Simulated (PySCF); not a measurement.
A small calculation by hand: chemical shift, span and skew from a shielding tensor

CH6BN, SMILES CBN. Atoms are numbered in the order given.

```xyz
9

B     -0.5318    -0.0862     0.0000
H     -1.7353    -0.1901     0.0000
C      0.1665     1.3235     0.0000
H     -0.1519     1.9124    -0.8763
H     -0.1519     1.9124     0.8763
H      1.2671     1.2862     0.0000
N      0.2048    -1.2762     0.0000
H     -0.2216    -2.1961     0.0000
H      1.2202    -1.3009     0.0000
```
Charge 0, spin multiplicity 1.

Coordinates come from a PBE-D3(BJ)/def2-TZVP optimisation. Other conformers were not sampled.

GIAO shieldings from PySCF with PBE0/pcSseg-1, non-relativistic, no solvent. The symmetric part of the tensor of N7 has the principal values 51.1, 196.5, 200.5 ppm. The same nucleus in NH3 has σ = 267.4 ppm at this level (PySCF, at its B3LYP-D3(BJ)/def2-TZVP geometry).

Question: Work out the isotropic shielding, the ¹⁵N shift against NH3, the span and the skew.

Answer: 
σ(iso) = (σ11 + σ22 + σ33)/3 = 149.4 ppm. δ = σ(ref) − σ(iso) = 267.4 − (149.4) = 118.0 ppm.
Span Ω = σ33 − σ11 = 149.4 ppm. Skew κ = 3(σ(iso) − σ22)/Ω = -0.95. Tumbling in solution averages the tensor to δ; in a static solid the shielding alone would spread this spin-1/2 line over Ω.
